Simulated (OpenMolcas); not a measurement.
# Cr3+: effect of the basis set

```yaml
Program: OpenMolcas
Method: CASSCF
Active_space: 3 electrons in 5 orbitals (3d)
State_averaging: 2S+1 = 4 even, 10 roots; 2S+1 = 2 even, 40 roots
Spin-orbit_coupling: state interaction with AMFI integrals over the reference wave functions, term energies averaged over their components
```

A. ANO-R1 [5s3p3d1f], X2C, finite nucleus; cost about 10 core-seconds
B. ANO-R2 [6s4p4d2f], X2C, finite nucleus; cost of the order of 19 core-seconds
C. ANO-L-VTZP [6s5p3d2f1g], non-relativistic, point nucleus; cost roughly 11 core-seconds
D. ANO-RCC-VTZP [6s5p3d2f1g], DKH2, point nucleus; cost of the order of 7 core-seconds
E. ANO-R3 [7s5p5d3f1g], X2C, finite nucleus; cost of the order of 8 core-seconds
F. ANO-RCC-VQZP [7s6p4d3f2g1h], DKH2, point nucleus; cost roughly 9 core-seconds

Energies in cm⁻¹ above 3d³ ⁴F_3/2, the measured ground level; measured values from Sugar and Corliss, J. Phys. Chem. Ref. Data 6, 317 (1977).

```csv
Level,A,B,C,D,E,F,Measured
3d³ ⁴F_3/2,0.0,0.0,0.0,0.0,0.0,0.0,0.0
3d³ ⁴F_5/2,246,248,264,245,242,246,236
3d³ ⁴F_7/2,584,587,626,580,575,583,556
3d³ ⁴F_9/2,1006,1012,1077,1000,991,1005,946
3d³ ⁴P_1/2,17834,17769,17859,17843,17795,17816,14059
3d³ ⁴P_3/2,17945,17881,17976,17953,17905,17927,14177
3d³ ²G_7/2,18143,18062,18128,18172,18105,18132,15052
3d³ ⁴P_5/2,18228,18167,18283,18235,18184,18211,14471
3d³ ²G_9/2,18497,18416,18502,18523,18455,18486,15402
3d³ ²P_1/2,23957,23838,23921,23973,23882,23916,19519
3d³ ²H_9/2,23994,23875,23962,24009,23918,23953,21066
3d³ ²P_3/2,24092,23971,24053,24108,24015,24049,
3d³ ²H_11/2,24266,24147,24247,24279,24186,24224,21321
3d³ ²D_3/2(1),26111,25975,26071,26125,26018,26060,20650
3d³ ²D_5/2(1),26357,26219,26319,26370,26262,26305,20664
3d³ ²F_7/2,41368,41134,41261,41344,41179,41235,34363
3d³ ²F_5/2,41522,41288,41424,41497,41332,41389,34556
3d³ ²D_5/2(2),64647,64241,64386,64589,64303,64390,52975
3d³ ²D_3/2(2),64830,64424,64581,64771,64484,64574,53142
```

Deviations, from unrounded energies. A percentage is the sum of absolute deviations over the sum of measured energies, with the sign that they share, or ± where signs differ.

```json
{"Against measurement": "mean absolute deviation (cm-1)", "Levels": "17", "A": "4500", "B": "4400", "C": "4500", "D": "4500", "E": "4400", "F": "4400"}
{"Against measurement": "fine structure of the ground term (%)", "Levels": "3", "A": "+5.7", "B": "+6.3", "C": "+13.2", "D": "+5.1", "E": "+4.1", "F": "+5.6"}
{"Against measurement": "other terms of the ground configuration (%)", "Levels": "14", "A": "+21.7", "B": "+21.1", "C": "+21.5", "D": "+21.7", "E": "+21.2", "F": "+21.4"}
```

A, B, C, D, E, F lie about equally close to measurement. The largest miss of B in the table is 3d³ ²D_3/2(2), by +11000 cm-1. The ranking rests on the paired levels alone, and a cruder setting can come out closer through cancelling errors.

Among A to F the level of the table that moves most is 3d³ ²D_5/2(2), by 410 cm-1 (lowest in B, highest in A).

Without dynamic correlation excited terms often stand tens of per cent too high (terms of higher spin than the ground term too low), and those without a measured partner can miss by more than the paired ones. The basis is small and was not contracted for so high a charge (holds for A). Computed and measured levels are paired by configuration, term and J; levels that our copy of the source lacks, or whose pairing is in doubt (as where it misses far off the trend of its configuration), stay unpaired and out of the deviations. Levels of configurations outside the active space are missing.

A number in round brackets counts repeated terms of one configuration in the order of the reference energies.
